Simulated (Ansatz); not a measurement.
The cluster Pd₃S₂, relaxed as a singlet with RKS PBE-D4/def2-SVP in Ansatz, starting from the GFN2-xTB geometry. Force threshold 0.02 eV/Å.

In the def2 sets Pd takes a core potential; there is no spin–orbit coupling. The restricted singlet is unstable towards broken spin symmetry at other levels; at PBE-D4/def2-SVP this wasn't settled. An occupied level lies above an empty one. Another isomer (singlet) lies 0.20 eV lower at PBE-D4/def2-SVP; other spin states weren't run for this one.

Start:

```xyz
5

Pd    1.2483    1.0610   -0.2142
Pd   -1.2913    0.0265   -1.0285
Pd    0.0426   -1.0876    1.2432
S     0.7625   -1.0964   -0.9867
S    -0.7621    1.0965    0.9861
```

| step | energy (eV) | largest force component (eV/Å) | SCF passes |
| --- | --- | --- | --- |
| 1 | -32099.1776 | 0.915 | 67 |
| 2 | -32099.2809 | 0.631 | 41 |
| 3 | -32099.3529 | 0.167 | 29 |
| 4 | -32099.3650 | 0.109 | 30 |
| 5 | -32099.3766 | 0.095 | 38 |
| 6 | -32099.3778 | 0.023 | 29 |
| 7 | -32099.3779 | 0.002 | 31 |

Force components are those of the run's own axes.

End:

```xyz
5

Pd    1.338    1.039   -0.121
Pd   -1.317    0.027   -1.048
Pd    0.154   -1.070    1.309
S     0.649   -1.056   -1.022
S    -0.824    1.061    0.882
```

By distances, no bond broke or formed. The bond that changes most is Pd2–S5, from 2.34 to 2.24 Å (atoms count from 1).

No frequencies were taken in this run, so the end may be a saddle point.

It took 14 s on 4 threads of Arm Neoverse V2 on a shared host.
